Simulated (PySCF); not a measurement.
## Polarisability and C₆ of F (fluorine, neutral)

[He] 2s2 2p5, 2P determinant. Computed with PySCF 2.14 in aug-cc-pVTZ-DK (5s4p3d2f, 46 functions), with the spin-free X2C one-electron Hamiltonian (Gaussian nucleus). Coupled (time-dependent) response in atomic units; α is the mean over directions.

```tsv
method	mean α (bohr³)	α xx, yy, zz	C₆ (like pair)	S(−4)
UHF	3.111	2.928, 3.202, 3.202	8.186	3.574
PBE	3.746	3.353, 3.942, 3.942	10.25	6.468
PBE0	3.520	3.208, 3.676, 3.676	9.517	5.266
M06-L	3.800	3.472, 3.965, 3.965	10.51	6.378
```

S(−4) is the Cauchy moment in α(ω) = α(0) + S(−4) ω² + …

Reference α: 3.74 ± 0.08 bohr³ (recommended; Schwerdtfeger and Nagle, table of static dipole polarizabilities (2023 update)). Published C₆: 9.520 (Chu and Dalgarno (2004); Tang, Norbeck and Certain (1976)).

α(iu) at PBE:

```csv
u (hartree),α(iu) (bohr³)
0,3.746
0.0500,3.730
0.100,3.683
0.200,3.517
0.300,3.290
0.500,2.800
0.750,2.254
1.00,1.818
1.50,1.218
2.00,0.8587
3.00,0.4873
5.00,0.2176
```

A single London oscillator, α(iu) = α/(1 + u²/ω²), gives C₆ = (3/4) ω α². Matching the computed C₆ needs ω = 4 × 10.25 / (3 × 3.746²) = 0.974 hartree.

The components differ because the open shell of this determinant is not spherical; for a pure term their mean is the scalar polarisability.
